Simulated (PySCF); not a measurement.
All of these have the formula C4H7FOSi. Theory: TDDFT wB97X-D/def2-SVPD, vertical, gas phase, core orbitals frozen in the response (PySCF). Geometries: GFN2-xTB; one conformer of each isolated species. Triplets are in the Tamm–Dancoff approximation.

A. `C=C1C[C@H]1O[SiH2]F`
B. `C/C(C=O)=C\[SiH2]F`
C. `CO[Si@@H]1CC=C1F`

Lowest singlet levels (six at most, fewer where fewer were computed) with oscillator strengths:

1. 6.52 eV (f 0.100); 6.71 eV (f 0.014); 7.01 eV (f 0.014); 7.13 eV (f 0.000); 7.47 eV (f 0.017); 7.57 eV (f 0.016); T1 4.36 eV
2. 3.72 eV (f 0.001); 5.79 eV (f 0.466); 6.33 eV (f 0.003); 7.27 eV (f 0.004); 7.29 eV (f 0.000); 7.47 eV (f 0.000); T1 3.23 eV
3. 6.13 eV (f 0.003); 6.85 eV (f 0.062); 7.37 eV (f 0.311); 7.76 eV (f 0.051); 7.84 eV (f 0.026); 8.01 eV (f 0.028); T1 4.49 eV

Question: Match each spectrum to its molecule.

Answer: 1 = C, 2 = B, 3 = A.
- A: S1 at 6.13 eV, HOMO-1→LUMO (53%), HOMO→LUMO (40%); Löwdin shares by element: HOMO carbon 61% or more, oxygen 18% (atoms not listed hold the other 22%); LUMO carbon 68% (atoms not listed hold the other 32%); HOMO -9.69 and LUMO 1.41 eV.
- B: S1 at 3.72 eV, HOMO→LUMO (93%); Löwdin shares by element: HOMO oxygen 57%, carbon 25% or more, hydrogen 9% or more; LUMO carbon 62% or more, oxygen 20% (atoms not listed hold the other 17%); HOMO -9.75 and LUMO -0.56 eV; point group Cs, 2 of its 6 listed states under f = 0.0005.
- C: S1 at 6.52 eV, HOMO→LUMO (82%); Löwdin shares by element: HOMO carbon 72% or more, fluorine 14%; LUMO carbon 50% or more, silicon 19% (atoms not listed hold the other 32%); HOMO -9.17 and LUMO 1.60 eV.
